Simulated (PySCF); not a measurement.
Al(Cl)2(OMe) (CH3AlCl2O), SMILES C[O][Al]([Cl])[Cl].

Coordinates come from a PBE-D3(BJ)/def2-SVP optimisation. The structure was generated by enumeration; whether it is a known compound was not checked. The values are those of a single conformer.

Computed with PBE-D3(BJ)/def2-SVP in PySCF.

Frequencies are harmonic and unscaled.

**Question.** List the normal modes with their intensities. (The exact figures need the calculation; the answer reports its results.)

**Answer.** 
| mode | ν (cm⁻¹) | IR (km/mol) | moving atoms (share of kinetic energy) |
|---|---|---|---|
| 1 | 79 | 3.8 | C 40 %, Cl 33 %, H 21 % |
| 2 | 86 | 0.1 | H 85 % |
| 3 | 94 | 1.1 | O 36 %, H 34 %, C 15 %, Al 8 % |
| 4 | 144 | 6.1 | Cl 68 %, Al 15 %, O 10 % |
| 5 | 219 | 47.7 | Al 69 %, O 21 %, Cl 10 % |
| 6 | 238 | 16.6 | O 51 %, Cl 25 %, C 11 % |
| 7 | 407 | 9.4 | Cl 69 %, O 18 % |
| 8 | 620 | 172.7 | Al 69 %, Cl 30 % |
| 9 | 755 | 69.6 | Al 52 %, C 21 %, O 18 % |
| 10 | 1138 | 56.5 | H 66 %, C 23 %, O 11 % |
| 11 | 1144 | 0.0 | H 77 %, C 19 % |
| 12 | 1201 | 284.9 | O 53 %, C 31 %, H 11 % |
| 13 | 1422 | 1.4 | H 97 % |
| 14 | 1424 | 1.8 | H 95 % |
| 15 | 1430 | 15.4 | H 89 %, C 9 % |
| 16 | 2924 | 90.5 | H 97 % |
| 17 | 3005 | 34.8 | H 90 %, C 10 % |
| 18 | 3014 | 29.3 | H 90 %, C 10 % |
